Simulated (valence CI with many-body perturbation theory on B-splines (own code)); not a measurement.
The numbers below are computed, except where a source is named.
## From CI to CI+MBPT in Ag²⁶⁺

Level of theory: configuration interaction combined with many-body perturbation theory (CI+MBPT): three valence electrons over a frozen Dirac-Fock core [Ar], radial functions for each j: 9 s, 9 p, 10 d, 8 f, 5 g, 3 h, 1 i, with the one-electron correlation potential Σ1, the two-electron term Σ2, the three-electron term Σ3, Breit, model QED; selected CI, second order for the rest (own B-spline code, finite nucleus).

No measured spectrum was set against this ion. As an estimate, large intervals hold to a few tenths of a per cent, small ones and those within an open d or f shell to about a per cent. Only levels of the ground parity were solved; by the run's estimate the other parity begins above the list, which can be wrong where configurations are misplaced.

Each rung adds one term. CI alone is the Dirac-Coulomb CI over the frozen core; QED comes last and gives the full result, which names the levels. Energies are above 3d3 4F_3/2 on the same rung, in eV.

Names give the largest LS component (configuration and term), which can be under half, so a name can repeat, a term be missing and a line seem to break the LS rules; names also repeat where a configuration has a term twice. Letters in brackets count levels of one name in rising energy.

| Level | CI alone |
| --- | --- |
| 3d3 4F_5/2 | 4.562 |
| 3d3 4F_7/2 | 8.059 |
| 3d3 4F_9/2 | 10.184 |
| 3d3 4P_3/2 | 10.284 |
| 3d3 4P_1/2 | 12.036 |
| 3d3 2G_7/2 | 15.889 |
| 3d3 2H_9/2 | 16.602 |
| 3d3 4P_5/2 | 17.463 |
| 3d3 2D_3/2 [a] | 19.545 |
| 3d3 2P_1/2 | 20.675 |
| 3d3 2H_11/2 | 22.103 |
| 3d3 2D_5/2 [a] | 24.084 |
| 3d3 2G_9/2 | 25.645 |
| 3d3 2F_5/2 | 27.702 |
| 3d3 2F_7/2 | 28.362 |
| 3d3 2P_3/2 | 28.315 |

Q: What do these energies become with core correlation, Breit and QED?

A: 3d3 4F_5/2 4.506 (-0.0564); 3d3 4F_7/2 7.794 (-0.2646); 3d3 4F_9/2 9.733 (-0.4508); 3d3 4P_3/2 9.861 (-0.4225); 3d3 4P_1/2 11.482 (-0.5547); 3d3 2G_7/2 15.435 (-0.4537); 3d3 2H_9/2 16.171 (-0.4309); 3d3 4P_5/2 16.767 (-0.6953); 3d3 2D_3/2 [a] 18.900 (-0.6450); 3d3 2P_1/2 20.093 (-0.5829); 3d3 2H_11/2 21.473 (-0.6304); 3d3 2D_5/2 [a] 23.080 (-1.0038); 3d3 2G_9/2 25.042 (-0.6036); 3d3 2F_5/2 26.812 (-0.8895); 3d3 2F_7/2 27.286 (-1.0759); 3d3 2P_3/2 27.633 (-0.6812).

Q: How does the ionisation energy move along the ladder, and which term matters most?

A: CI alone 1375.5, + Σ1 1378.1, + Σ2 1383.2, + Σ3 1383.3, + Breit 1382.6, + QED 1382.7 eV. The largest step is Σ2, 5.1 eV. NIST lists 1382 ± 4 eV (theoretical).
